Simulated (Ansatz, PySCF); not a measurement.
This PySCF input computes a PBE0/def2-TZVPD energy:

```python
from pyscf import gto, scf, dft

mol = gto.M(
    atom='''
    Cs   -0.00000000   -0.00000000   -1.22009712
    Br    0.00000000    0.00000000    1.91729547
    ''',
    basis='def2-tzvpd',
    ecp='def2-tzvp',
    charge=0,
    spin=0,
    verbose=4,
)

mf = dft.RKS(mol, xc='pbe0').density_fit(auxbasis='def2-universal-jkfit')
mf.grids.level = 3
mf.conv_tol = 1e-9
mf.max_cycle = 100
mf.max_memory = 1500
mf.kernel()
if not mf.converged:
    mf = mf.newton()
    mf.kernel(mf.make_rdm1())
mf.analyze()
```

Write an input for the same energy in Ansatz (a quantum-chemistry and plane-wave program) and say what it gives.


Ansatz 0.2 input:
```yaml
crystal:
  periodic: [false, false, false]
  atoms:
    - {symbol: Cs, position_ang: [-0.00000000, -0.00000000, -1.22009712]}
    - {symbol: Br, position_ang: [0.00000000, 0.00000000, 1.91729547]}
basis:
  gaussian:
    orbitals: def2-TZVPD
hamiltonian:
  xc: {name: PBE0}
output: {forces: true}
```
It gives -2594.10123 Eh, and PySCF -2594.10126 Eh, a difference of 0.03 mEh, from the treatment of integrals and grids.
